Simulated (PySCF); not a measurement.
Te(Me)(SH) (CH₄STe), SMILES [Te](S)C. Atoms are numbered in the order given.

```xyz
7

Te     0.0658     0.3594     0.4353
C      1.8931     0.2150    -0.7427
H      2.6091     0.9316    -0.3140
H      1.6655     0.4828    -1.7813
H      2.2926    -0.8042    -0.6784
S     -1.2753    -1.1432    -0.9433
H     -0.9426    -2.2949    -0.3105
```

The structure is a stationary point at B3LYP-D3(BJ)/def2-SVP. The def2 effective core potentials stand for the cores of Te; spin–orbit coupling is left out. Other conformers were not sampled.

Computed with PySCF with B3LYP/def2-TZVPD.

| Item | Result |
|---|---|
| total energy | -706.88250 hartree |
| highest occupied level | -6.08 eV |
| lowest empty level | -2.02 eV |
| orbital gap | 4.06 eV |
| dipole moment | 1.70 D |
| quadrupole, principal values (traceless, Buckingham form, about the centre of nuclear charge) | -3.48, 0.31, 3.17 D·Å |
| mean static polarisability | 81.3 bohr³ (12.04 Å³) |
| polarisability, principal values | 66.0, 78.3, 99.5 bohr³ |
